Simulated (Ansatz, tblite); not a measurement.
Forces on the cluster Al3Ru2⁻ at its PBE-D4/def2-SVPD geometry. Charge -1, multiplicity 1.

In the def2 sets Ru takes a core potential; there is no spin–orbit coupling. The xTB rows come from tblite. At r2SCAN-D4/def2-TZVPD the restricted singlet is unstable: a solution with broken spin symmetry lies lower. At r2SCAN-D4/def2-TZVPD the highest occupied level of the charge -1 singlet lies above zero (up to 0.07 eV). Its loss leaves the charge 0 doublet, which lies 1.80 eV higher (vertical, at r2SCAN-D4/def2-TZVPD), but this difference is unsure: the doublet is doubtful (geometry relaxed on an unsound state). The geometry of the singlet was relaxed on an unsound state (restricted singlet, unstable towards broken spin symmetry at other levels and untested here). At r2SCAN-D4/def2-TZVPD a quintet of charge -1 lies 0.11 eV below the restricted singlet, each at its own geometry. The structure comes from a short search, and lower isomers may exist.

GFN1-xTB (tblite), largest force 2.02 eV/Å:

```xyz
5
positions Å, forces eV/Å
Ru    0.385    0.231   -1.375    0.412    0.248   -1.470
Ru   -0.385   -0.231    1.375   -0.412   -0.247    1.470
Al   -1.579   -0.803   -0.577   -1.714   -0.872   -0.626
Al    0.048    1.834    0.322    0.053    1.991    0.349
Al    1.530   -1.031    0.255    1.662   -1.120    0.277
```

GFN2-xTB (tblite), largest force 0.99 eV/Å:

```
Ru 0.038 0.023 -0.134
Ru -0.038 -0.023 0.134
Al -0.838 -0.426 -0.306
Al 0.026 0.972 0.170
Al 0.812 -0.547 0.135
```

r2SCAN-D4/def2-TZVPD (Ansatz), largest force 0.91 eV/Å:

```
Ru -0.175 -0.105 0.626
Ru 0.176 0.105 -0.626
Al 0.773 0.393 0.283
Al -0.024 -0.899 -0.158
Al -0.750 0.505 -0.125
```
